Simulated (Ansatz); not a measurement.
Species: sum formula BNH2Br, net charge 0, doublet state. It need not be the lowest isomer of its formula. 
Coordinates optimised at B3LYP-D3(BJ)/def2-TZVP (Ansatz, a first-principles code):
```
N
H 1 1.0070
H 1 1.0117 2 114.04
B 1 1.3753 2 122.23 3 -180.00
Br 4 1.9220 1 124.62 2 180.00
```
Charge 0, spin multiplicity 2.

Parts of the frozen-core correlation energy in cc-pVQZ (Ansatz, hartree). Frozen orbitals: 16; correlated occupied orbitals by spin: 9 and 8; virtual: 213 and 214. Open shells are spin-unrestricted. No spin-orbit coupling. No relativistic terms.

```tsv
term	value
reference (HF)	-2652.82669
MP2 opposite-spin	___
MP2 same-spin	___
CCSD correlation	___
(T)	-0.02255
T1 diagnostic	0.014
largest doubles amplitude	0.035
<S^2> of the reference	0.758
```

### Question
Complete the blanks.

### Answer

- MP2 opposite-spin, value: -0.36894
- MP2 same-spin, value: -0.11542
- CCSD correlation, value: -0.50712
